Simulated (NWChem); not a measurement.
# HfCl₄; SMILES [Cl][Hf]([Cl])([Cl])[Cl]

Results from NWChem. Coordinates come from a PBE0/def2-SVP optimisation. def2 effective core potentials on Hf; no spin-orbit coupling. Level MN15/def2-SVP: energy and gradient on several grids; changes count from the extra-fine grid, which is no exact limit either.

**Question.** Which is the coarsest grid (coarse; xcoarse; fine; medium; xfine) from which on the energy stays within 50 μHa and each gradient component within 100 μHa/bohr of xfine?

**Answer.** medium.
| grid | size of the energy change (μHa) | largest change of a gradient component (μHa/bohr) |
|---|---|---|
| xcoarse | 4000 | 30 |
| coarse | 100 | < 30 |
| medium | 20 | < 30 |
| fine | < 10 | < 30 |
| xfine | < 10 | < 30 |
